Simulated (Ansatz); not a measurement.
Molecule: BeCl, net charge 1, singlet state. SMILES: [Cl][Be+]
Structure (B3LYP-D3(BJ)/def2-TZVP (Ansatz, an electronic-structure program) minimum search):
```xyz
2

Be     0.0000     0.0000    -1.3984
Cl     0.0000     0.0000     0.3290
```
Charge +1, spin multiplicity 1.

Property: vertical ionisation energy (to the doublet state of charge +2; each state is the SCF solution reached for its spin), in eV. Cores are frozen in the correlated levels unless marked. UHF or UKS for open shells. Spin-orbit coupling is left out. Non-relativistic. CBS(X,Y): correlation extrapolated as X^-3; Hartree-Fock from the larger set.

CCSD(T)/CBS(def2-TZVPPD,def2-QZVPPD) (Ansatz) gives 19.12 eV.

Task: Another calculation gave 19.08 eV. Which level was it?
A) PBE0/def2-TZVPD (Ansatz)
B) SVWN5/def2-TZVPD (Ansatz)
C) BHLYP/def2-TZVPD (Ansatz)

Result: A, PBE0/def2-TZVPD (Ansatz). The others give 18.89 (BHLYP), 19.45 (SVWN5) eV.
